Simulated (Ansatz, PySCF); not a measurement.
C2, SMILES [C]=[C] (connectivity only; charge and spin as stated), neutral, multiplicity 1.

The structure is a stationary point at PBE0-D3(BJ)/def2-TZVPD.

Vertical ionisation energy (IE) and electron affinity (EA) in eV. Rows of orbital energies are one-electron estimates. Where ΔSCF, EOM or ADC give a negative EA the extra electron is unbound and the value depends on the basis.

```tsv
level	IE	EA
−ε(HOMO), −ε(LUMO), B3LYP/def2-TZVPD (PySCF)	?	?
−ε(HOMO), −ε(LUMO), ωB97X/def2-TZVPD (PySCF)	11.82	4.73
EOM-CCSD/aug-cc-pVDZ (PySCF)	12.84	3.14
```

Q: What belongs in the gaps? (Estimate from the structure and the level; the computed values follow.)

A: 
- −ε(HOMO), −ε(LUMO), B3LYP/def2-TZVPD (PySCF), IE: 9.07
- −ε(HOMO), −ε(LUMO), B3LYP/def2-TZVPD (PySCF), EA: 7.29

Q: What vertical singlet–triplet gap does ΔSCF give with CAM-B3LYP/def2-TZVPD (Ansatz, a first-principles code) and with PBE/def2-TZVPD (Ansatz)? (Estimate from the structure and the level; the computed values follow.)

A: -1.12 and -0.51 eV (triplet above singlet where positive).
